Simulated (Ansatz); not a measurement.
Basis-set series for CHFS2Si (`F[SiH]1SC1=S`). The species carries charge 0 and has multiplicity 1. The geometry is a stationary point of PBE0-D4/def2-TZVP.

```tsv
functional	basis	functions	energy (Eh)	HOMO (eV)	LUMO (eV)
PBE0-D4	def2-SVP	87	-1223.47731	-6.42	-2.62
PBE0-D4	def2-TZVPP	202	-1224.03328	-6.53	-2.79
ωB97M-V	def2-SVP	87	-1223.91576	-8.42	-0.44
ωB97M-V	def2-TZVPP	202	-1224.47189	-8.57	-0.69
```

Problem. Give the rows for def2-QZVPP. (Estimate.)

Solution. Ansatz gave: 
| functional | basis | functions | energy (Eh) | HOMO (eV) | LUMO (eV) |
| --- | --- | --- | --- | --- | --- |
| PBE0-D4 | def2-QZVPP | 354 | -1224.07460 | -6.56 | -2.84 |
| ωB97M-V | def2-QZVPP | 354 | -1224.51057 | -8.61 | -0.77 |
